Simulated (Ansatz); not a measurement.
A nudged elastic band was laid between two geometries of CH6BClGeO (11 atoms, charge 0, multiplicity 1).

All numbers below come from Ansatz, RKS LDA/def2-SVP.

```json
{"movable images": "5", "climbing image": "yes", "spring": "5.0 eV/Å²", "optimiser": "quadratic models (default)", "start path": "IDPP", "force threshold": "0.05 eV/Å", "iteration limit": "60", "end points": "relaxed"}
```

First end point:

```xyz
11
Properties=species:S:1:pos:R:3
O -1.098 1.452 -0.236
C -0.811 0.411 -1.123
B 0.134 -0.699 -0.593
Cl 0.458 -2.118 -1.550
Ge 0.992 -0.355 1.231
H -1.198 1.068 0.659
H -1.727 -0.041 -1.597
H -0.265 0.840 -2.008
H -0.105 0.150 2.214
H 2.009 0.803 1.134
H 1.676 -1.570 1.890
```

Last end point:

```xyz
11
Properties=species:S:1:pos:R:3
O 0.410 1.575 -0.857
C -0.169 0.414 -1.376
B -0.411 -0.740 -0.369
Cl -1.237 -2.191 -0.868
Ge 0.337 -0.465 1.515
H 0.025 1.735 0.029
H -1.102 0.608 -1.978
H 0.530 -0.016 -2.144
H -0.174 -1.446 2.589
H -0.024 0.973 1.991
H 1.881 -0.505 1.490
```

Problem. What changes between the two ends?

Solution. No bond is made or broken. The dihedral Cl4–B3–Ge5–H11 goes from -15 to 109°. The two ends are copies of one structure, up to a mirror image or an exchange of like atoms.

Problem. Give the energies along the band, and the barrier.

Solution. It converged. The highest image is number 3 of 0 to 6, 1.7 kcal/mol above the ends, which have the same energy within 2 meV. A vibrational analysis at the climbing image gives one clearly imaginary mode, 140i cm⁻¹: a first-order saddle point.

```csv
image,path coordinate (Å),energy (kcal/mol),dihedral Cl4–B3–Ge5–H11 (°)
0,0.00,0.0,-15
1,0.72,0.4,5
2,1.44,1.3,23
3,2.15,1.7,39
4,3.01,1.0,60
5,3.88,0.4,84
6,4.74,0.0,109
```

Problem. What is the geometry of the highest image?

Solution. 
```xyz
11
Properties=species:S:1:pos:R:3:forces:R:3
O -0.278 1.757 -0.855 0.01 0.01 0.00
C -0.459 0.462 -1.338 0.01 0.00 -0.01
B -0.121 -0.724 -0.398 -0.01 -0.01 0.00
Cl -0.433 -2.353 -0.949 0.00 0.00 0.00
Ge 0.663 -0.446 1.474 0.00 0.00 0.01
H -0.586 1.789 0.070 0.00 0.00 0.00
H -1.480 0.288 -1.786 0.00 0.00 0.00
H 0.214 0.318 -2.226 -0.01 0.01 0.00
H -0.464 -0.591 2.529 0.00 0.00 0.00
H 1.283 0.955 1.684 0.00 0.00 0.00
H 1.725 -1.512 1.818 0.00 0.00 0.00
```

Problem. What are the harmonic wavenumbers there?

Solution. 140i, 54, 114, 150, 164, 252, 364, 391, 415, 484, 670, 750, 835, 852, 940, 1015, 1096, 1160, 1268, 1290, 1345, 2068, 2090, 2104, 2833, 2911, 3715 cm⁻¹.

Run time: 70 s on 2 threads of Arm Neoverse V1, with other jobs on the host, peak memory 0.17 GiB.
